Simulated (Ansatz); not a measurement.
Harmonic frequencies (cm⁻¹) at PBE0-D4/def2-TZVP from Ansatz: 235, 321, 468, 828, 856, 911, 1006, 1105, 1191, 1312, 1389, 1426, 1505, 1648, 1667, 3000, 3074, 3510, 3521, 3598, 3602.

Each molecule was computed in one conformer, which needn't be the lowest.

(1) Which molecule is it?
A. `NCN`
B. `[AlH2][N]1[CH2][AlH]1`
C. `OC([SiH3])Cl`
D. `CNN`

## Answers

(1) A.
